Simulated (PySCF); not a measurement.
## Two-component Hartree-Fock for Br³⁺ (bromine, charge +3)

Start: [Ar] 3d10 4s2 4p2; 4p1/2 filled at m_j = -1/2, +1/2. Calculated with PySCF 2.14 in x2c-QZVPPall-2c: generalised Hartree-Fock with the X2C-1e Hamiltonian and a Gaussian nucleus; one run each with spin-orbit coupling (SO) switched off, then screened by Boettger's factors.

| spinor shell | electrons | ε, spin-free (eV) | ε, screened SO (eV) | weight of nominal j (screened SO) | rms radius, screened SO (bohr) |
| --- | --- | --- | --- | --- | --- |
| 1s1/2 | 2 | -13596.9 | -13596.5 | 1.000 | 0.0492 |
| 2s1/2 | 2 | -1864.6 | -1864.4 | 1.000 | 0.205 |
| 2p1/2 | 2 | -1643.9 | -1676.6 | 1.000 | 0.180 |
| 2p3/2 | 4 | -1643.9 | -1628.1 | 1.000 | 0.184 |
| 3s1/2 | 2 | -315.78 | -315.67 | 1.000 | 0.587 |
| 3p1/2 | 2 | -243.51 | -248.63 | 0.995 | 0.600 |
| 3p3/2 | 4 | -243.51 | -240.93 | 0.998 | 0.611 |
| 3d3/2 | 4 | -124.09 | -124.79 | 0.973 | 0.646 |
| 3d5/2 | 6 | -124.09 | -123.46 | 0.982 | 0.647 |
| 4s1/2 | 2 | -59.974 | -59.936 | 0.999 | 1.67 |
| 4p1/2 | 2 | -46.565 | -46.671 | 0.619 | 1.88 |

```csv
quantity,spin-free,screened SO
E (hartree),-2602.01320,-2602.16978
M_J,0,0
⟨J²⟩,2.007,1.433
⟨L²⟩,2.005,1.989
⟨S²⟩,2.002,1.958
```

The determinant has a definite M_J but mixes levels of different J.

Each row is a mean over spinors that exchange with the open shell spreads, by up to 6.384 eV (4s1/2).

Rows whose weight is well below 1 are mixtures of j = l ± 1/2: exchange outweighs spin-orbit coupling there, and the label is only the starting occupation.

Without spin-orbit coupling the j labels of p, d and f shells carry no meaning; the spin-free column gives the mean over the occupied spinors of each nl shell.
